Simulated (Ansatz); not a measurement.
Ansatz (a quantum-chemistry and plane-wave program) job for PbBr, SMILES [Pb][Br] (connectivity only; charge and spin as stated), neutral, multiplicity 2, PBE0-D3(BJ)/def2-TZVP. 

Ansatz 0.2 input:
```yaml
crystal:
  periodic: [false, false, false]
  atoms:
    - {symbol: Pb, position_ang: [0.00000000, 0.00000000, -0.78633956]}
    - {symbol: Br, position_ang: [0.00000000, 0.00000000, 1.84228125]}
basis:
  gaussian:
    orbitals: def2-TZVP
hamiltonian:
  xc: pbe0
  dispersion: d3bj
magnetization: {spin_polarized: true, initial_magnetization: 1}
relax: {f_tol: 0.002, max_steps: 200}
```

Program output:

```
WARN ansatz: RAYON_NUM_THREADS=1 ignored (pool sized by the plan → 1); use --threads N
Functional definition: PBE0
integrals: 0.04 GiB planned
868 factors; integrals over basis functions are off by at most 3.1e-4 eV
mean field: 0.63 GiB planned
mean field evaluation 1: about -75287.0590 eV, gradient 9.4e0 eV
mean field evaluation 2: about -75285.5304 eV, gradient 1.9e1 eV
mean field evaluation 4: about -75287.7978 eV, gradient 4.4e-1 eV
mean field evaluation 8: about -75287.8013 eV, gradient 1.9e-2 eV
mean field evaluation 16: about -75287.8013 eV, gradient 8.3e-5 eV
mean field -75287.80127652 eV, -2766.7756650077 hartree, gradient 8.3e-5 eV, S^2 0.752938; 1 other end points of the search recorded, 0 dependent functions left out
the calculation of the forces begins
reference -75287.80130331 eV, -2766.7756659920 hartree; 29, 28 occupied and 69, 70 virtual orbitals, 868 factors
relax step   1: F+E_penalty+E_count = -75287.84135953 eV  Δ(F+E_penalty+E_count) = +0.000e0 eV  max|allowed force component| = 1.969e-1 eV/Å  Δτ_max = 0.0000 Å  (49 SCF iters, accepted)
these checks for a lower state are left out or cut short: starts, cluster_reference, orbital_swaps, neighbouring_geometries, increment
integrals: 0.04 GiB planned
868 factors; integrals over basis functions are off by at most 3.1e-4 eV
mean field: 0.63 GiB planned
mean field evaluation 32: about -75287.8031 eV, gradient 1.5e-4 eV
mean field -75287.80314496 eV, -2766.7757336714 hartree, gradient 2.0e-5 eV, S^2 0.752902; 0 other end points of the search recorded, 0 dependent functions left out
the calculation of the forces begins
reference -75287.80317173 eV, -2766.7757346551 hartree; 29, 28 occupied and 69, 70 virtual orbitals, 868 factors
relax step   2: F+E_penalty+E_count = -75287.84326950 eV  Δ(F+E_penalty+E_count) = -1.910e-3 eV  max|allowed force component| = 6.921e-2 eV/Å  Δτ_max = 0.0144 Å  (35 SCF iters, accepted)
these checks for a lower state are left out or cut short: starts, cluster_reference, orbital_swaps, neighbouring_geometries, increment
integrals: 0.04 GiB planned
868 factors; integrals over basis functions are off by at most 3.1e-4 eV
mean field: 0.63 GiB planned
mean field -75287.80340280 eV, -2766.7757431469 hartree, gradient 1.9e-5 eV, S^2 0.752911; 0 other end points of the search recorded, 0 dependent functions left out
the calculation of the forces begins
reference -75287.80342957 eV, -2766.7757441308 hartree; 29, 28 occupied and 69, 70 virtual orbitals, 868 factors
relax step   3: F+E_penalty+E_count = -75287.84351674 eV  Δ(F+E_penalty+E_count) = -2.472e-4 eV  max|allowed force component| = 2.867e-3 eV/Å  Δτ_max = 0.0037 Å  (36 SCF iters, accepted)
these checks for a lower state are left out or cut short: starts, cluster_reference, orbital_swaps, neighbouring_geometries, increment
integrals: 0.04 GiB planned
868 factors; integrals over basis functions are off by at most 3.1e-4 eV
mean field: 0.63 GiB planned
mean field -75287.80340227 eV, -2766.7757431273 hartree, gradient 2.2e-5 eV, S^2 0.752910; 0 other end points of the search recorded, 0 dependent functions left out
the calculation of the forces begins
reference -75287.80342904 eV, -2766.7757441111 hartree; 29, 28 occupied and 69, 70 virtual orbitals, 868 factors
relax step   4: F+E_penalty+E_count = -75287.84351694 eV  Δ(F+E_penalty+E_count) = -1.953e-7 eV  max|allowed force component| = 2.001e-3 eV/Å  Δτ_max = 0.0003 Å  (23 SCF iters, accepted)
these checks for a lower state are left out or cut short: starts, cluster_reference, orbital_swaps, neighbouring_geometries, increment
integrals: 0.04 GiB planned
868 factors; integrals over basis functions are off by at most 3.1e-4 eV
mean field: 0.63 GiB planned
mean field -75287.80340278 eV, -2766.7757431460 hartree, gradient 1.6e-5 eV, S^2 0.752910; 0 other end points of the search recorded, 0 dependent functions left out
the calculation of the forces begins
reference -75287.80342955 eV, -2766.7757441299 hartree; 29, 28 occupied and 69, 70 virtual orbitals, 868 factors
relax step   5: F+E_penalty+E_count = -75287.84351715 eV  Δ(F+E_penalty+E_count) = -2.106e-7 eV  max|allowed force component| = 1.689e-6 eV/Å  Δτ_max = 0.0001 Å  (22 SCF iters, accepted)
integrals: 0.04 GiB planned
868 factors; integrals over basis functions are off by at most 3.1e-4 eV
mean field: 0.63 GiB planned
mean field evaluation 64: about -75287.8034 eV, gradient 4.2e-3 eV
mean field -75287.80340278 eV, -2766.7757431460 hartree, gradient 1.6e-5 eV, S^2 0.752910; 2 other end points of the search recorded, 0 dependent functions left out
the calculation of the forces begins
reference -75287.80342955 eV, -2766.7757441299 hartree; 29, 28 occupied and 69, 70 virtual orbitals, 868 factors
Total energy: -75287.84354392 eV, -2766.7772183058 hartree
Atom 0 at    -0.000000    -0.000000    -0.775532 Å, force    -0.000000    -0.000000     0.000002 eV/Å
Atom 1 at     0.000000     0.000000     1.831474 Å, force    -0.000000     0.000000    -0.000002 eV/Å
Dipole moment:     0.000000    -0.000000    -0.727973 e Å
```

The run converged.

Cost: around 40 core-seconds (rough).
